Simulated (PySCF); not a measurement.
Correlation energy of N (nitrogen, neutral)

[He] 2s2 2p3, high-spin 4S determinant. Calculation: PySCF 2.14, in cc-pVDZ-DK; the spin-free X2C one-electron Hamiltonian (Gaussian nucleus). Frozen: 1s2; 5 electrons correlated.

MP2 pair energies summed by pair of shells (mhartree):

```json
{"pair": "2s-2p", "energy": "-45.19", "share (%)": "63.9"}
{"pair": "2p-2p", "energy": "-17.68", "share (%)": "25.0"}
{"pair": "2s-2s", "energy": "-7.90", "share (%)": "11.2"}
```

Total MP2 correlation energy: -70.77 mhartree.

Same-spin part -21.43 and opposite-spin part -49.34 mhartree; SCS-MP2 scales them by 1/3 and 6/5 to -66.35 mhartree.

```csv
level,correlation energy (mhartree)
CCSD,-86.80
(T),-0.63
CCSD(T),-87.43
```

Diagnostics: T1 = 0.0036, D1 = 0.0088, largest double amplitude 0.039.

Problem. Is a single reference adequate?

Solution. Yes: T1 lies below 0.03 and no double amplitude reaches 0.07.
